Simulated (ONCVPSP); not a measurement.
# Building the ONCV potential for Hf (PBE, scalar-relativistic).

| Item | Value |
| --- | --- |
| Element | Hf (Z = 72) |
| Generator | ONCVPSP 4.0.1 |
| Type | optimised norm-conserving Vanderbilt (ONCV) |
| Functional | PBE |
| Relativity | scalar-relativistic |
| Frozen core | [Kr] 4d10 4f14 5s2 |
| Valence charge | 10 |
| Reference configuration | 5p6 5d2 6s1.5 (charge +0.5) |
| Partial waves | 6s: rc 3.05 bohr, ncon 3, nbas 7, qcut 2.5 1/bohr, 3 projectors, debl 3 Ha; 5p: rc 1.25 bohr, ncon 4, nbas 7, qcut 7.6 1/bohr, 3 projectors, debl 2.8 Ha; 5d: rc 3.15 bohr, ncon 4, nbas 8, qcut 5.7 1/bohr, 2 projectors, debl 0.8 Ha; f scattering state at 0.09 Ha: rc 2.95 bohr, ncon 5, nbas 8, qcut 4.1 1/bohr, 3 projectors, debl 2.9 Ha |
| Local potential | polynomial inside 0.90 bohr (lpopt 5, dvloc0 0 Ha) |
| Core correction | Teter function, fcfact 5, rcfact 1 |

Results:

* Cutoffs needed: 28 Ha and 75 Ha (the cutoffs (Ha) at which the residual kinetic energy of the hardest occupied pseudo-wave falls to 1 and 0.1 mHa per electron)
* Ghost test: ghosts flagged at negative energy: s at -227.4 eV, p at -317.2 eV, f at -1036.6 eV; GHOST(+) flagged for s at 106.8 eV, d at 144.8 eV; a true bound ghost makes a file unfit for plane-wave use
* Largest excitation error: +8.2 meV (all-electron minus pseudo) for 5p6 5d1 6s2, out of 4 test configurations
* rms error of d²Exc/dni dnj: 5.28 mHa without and 3.88 mHa with the model core

Generation and tests took about 9 s on one core of a shared server CPU.
